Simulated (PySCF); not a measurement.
A series of derivatives of FC=C(F)C[SiH3]

Parent skeleton `[F:1][CH:2]=[C:3]([F:4])[CH2:5][SiH3:6]`; one hydrogen on atom 5 is replaced by X. Hydrogens on one atom are averaged.

Theory: coordinates at the GFN2-xTB level, shieldings: GIAO PBE0/pcSseg-1, in PySCF 2.14 (one conformer, averaged over atoms made equivalent by symmetry, fast rotation or ring inversion, non-relativistic, isolated molecule).

Chemical shifts δ = σref − σ; $^{19}$F (170.95 ppm) against CFCl3; $^{13}$C (186.93 ppm) and $^{29}$Si (349.16 ppm) and $^{1}$H (31.72 ppm) against TMS, all at this level.

Parent (X = H): F1 -187.6, C2 147.5, C3 165.4, F4 -160.5, C5 12.1, Si6 -70.4, H(C2) 7.47, H(C5) 2.10, H(Si6) 4.04 ppm. Effects are Δδ = δ(X) − δ(H), positive for deshielding.

**Question.** Order these by the shift of C2, most shielded first.
A. X = F
B. X = OCHF2
C. X = CCl3

**Answer.** A (-6.3 ppm), B (-1.0 ppm), C (+4.0 ppm).

**Question.** Order these by the shift of C5, most shielded first.
A. X = cPr
B. X = OCHF2
C. X = CCl3
D. X = iPr
E. X = isopropenyl
F. X = ethynyl

**Answer.** F (+4.1 ppm), A (+19.3 ppm), E (+21.3 ppm), D (+23.0 ppm), C (+39.2 ppm), B (+58.2 ppm).

**Question.** Order these by the shift of H(C5), most shielded first.
A. X = iPr
B. X = isopropenyl
C. X = CCl3
D. X = cPr
E. X = F
F. X = COOH

**Answer.** A (-1.13 ppm), D (-0.59 ppm), B (+0.85 ppm), F (+1.05 ppm), C (+1.68 ppm), E (+3.49 ppm).

Unscaled 19F shifts against computed CFCl3 carry errors that often reach 10 to 50 ppm.
